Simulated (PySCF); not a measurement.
Method: PBE-D3(BJ)/def2-TZVP // r2SCAN-D4/def2-TZVP run with PySCF. Isolated molecules, 0 K electronic values unless said otherwise. Excitations are Tamm–Dancoff values on a coarser integration grid. The basis has no diffuse functions, so Rydberg states are missing or too high.

Reference species (SMILES): `[CH3][Al]([CH3])[SiH3]` (neutral, multiplicity 1).

```yaml
S1 oscillator strength: 0.011
S1–T1 gap (TDA): 0.68 eV
T1 excitation (TDA): 3.54 eV
HOMO: -6.05 eV
```

Changed species: `[CH3][Al]([CH3])[CH3]` (0 of 3 CH3 replaced by SiH3; the reference has 1 of 3 CH3 replaced by SiH3).

Task: Predict the effect on the S1 oscillator strength, S1–T1 gap (TDA), T1 excitation (TDA) and HOMO.

Result: the S1 oscillator strength falls by 0.011, to 0.000; the S1–T1 gap (TDA) decreases by 0.40 eV, to 0.28 eV; the T1 excitation (TDA) rises by 1.39 eV, to 4.93 eV; the HOMO drops by 0.22 eV, to -6.27 eV.
